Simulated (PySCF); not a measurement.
C2H6Te (SMILES CC[TeH]), singlet, at a GFN2-xTB geometry (core potentials on Te). Base run: DF-PBE/def2-SV(P) (PySCF).

Input for PySCF:
```python
from pyscf import gto, scf, dft

mol = gto.M(
    atom='''
Te   -0.44664354   -0.15474491    0.44191220
H    -1.46076383   -0.00584980   -0.84608385
C     1.30075867   -0.19615924   -0.84485114
C     1.48540573    1.07555819   -1.64078192
H     1.22208522   -1.05500550   -1.50458135
H     2.14382820   -0.35850782   -0.17964074
H     1.58096303    1.93603918   -0.98208070
H     0.63689339    1.24249029   -2.30108889
H     2.38547174    1.01117536   -2.25216082
''',
    basis='def2-sv(p)',
    ecp={'Te': 'def2-sv(p)'},
    verbose=4,
    max_memory=1800,
)

mf = dft.RKS(mol)
mf.xc = 'pbe'
mf = mf.density_fit(auxbasis='def2-universal-jkfit')
mf.kernel()
```

All variants below ran on the same shared machine, one core each. Differences are taken from the largest basis of the def2 family in the series, which isn't the basis-set limit (def2-QZVPP: -347.749986 Eh). The cheapest run took very roughly 15 core-seconds.

```
setting     basis functions  cost, times the cheapest (rough)  difference in total energy (mEh)
----------  ---------------  --------------------------------  --------------------------------
def2-SV(P)               66                                 1                            126.36
def2-SVP                 84                                 1                            111.89
def2-TZVP               148                                 2                              9.83
def2-TZVPP              196                                 3                              7.70
def2-QZVPP              376                                 7                         reference
```

Times come from a shared machine, hold the start-up and are rough. Total energies converge more slowly with the basis than energy differences do.
